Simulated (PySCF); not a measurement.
**Nuclear quadrupole coupling in `CS[Si@H]1C=CC1=O`**

C₄H₆OSSi.
Cartesian coordinates in Å at the GFN2-xTB level; atoms count from 1:
```xyz
13
C4H6OSSi angstrom
C      2.050    0.590    0.184
S      1.832   -1.218    0.057
Si    -0.222   -1.324   -0.529
C     -1.493   -0.491    0.629
C     -1.811    0.520   -0.198
C     -0.978    0.264   -1.392
O     -0.873    0.870   -2.425
H      3.089    0.761    0.443
H      1.405    0.982    0.963
H      1.822    1.052   -0.771
H     -0.427   -2.686   -0.980
H     -1.897   -0.654    1.615
H     -2.503    1.335   -0.059
```

Field gradients from the PBE0/pcSseg-1 density (PySCF, non-relativistic), principal values in atomic units, ordered |Vxx| ≤ |Vyy| ≤ |Vzz|:

```json
{"atom": "S2", "Vxx": "0.1180", "Vyy": "2.0252", "Vzz": "-2.1432"}
{"atom": "O7", "Vxx": "0.4266", "Vyy": "1.4338", "Vzz": "-1.8604"}
```

Problem. Find the asymmetry η = (Vxx − Vyy)/Vzz and the couplings χ = eQV/h (234.96 MHz × Q in barn × V in au), with Q(33S) = −0.0678 b, Q(17O) = −0.0256 b.

Solution. 
```tsv
atom	environment	nucleus	η	χzz (MHz)	χxx (MHz)	χyy (MHz)
S2	sulfur bonded to C and Si	33S	0.89	34.14	-1.88	-32.26
O7	carbonyl oxygen	17O	0.54	11.19	-2.57	-8.62
```

The tensor is traceless: Vxx + Vyy + Vzz = 0.

Problem. What is Vzz at O7 in SI units (1 au = 9.71736 × 10²¹ V/m²)?

Solution. -1.8604 au = -18.078 × 10²¹ V/m².

Were the hydrogens deuterons (Q(2H) = 0.00286 b), χzz would run from 116 kHz (H11) to 226 kHz (H12).

Geometry: GFN2-xTB, one conformer, isolated molecule. GFN2-xTB bond lengths can be off by several hundredths of an ångström, more for odd bonds, and the gradients follow them. A larger basis could move these couplings by a tenth or more.
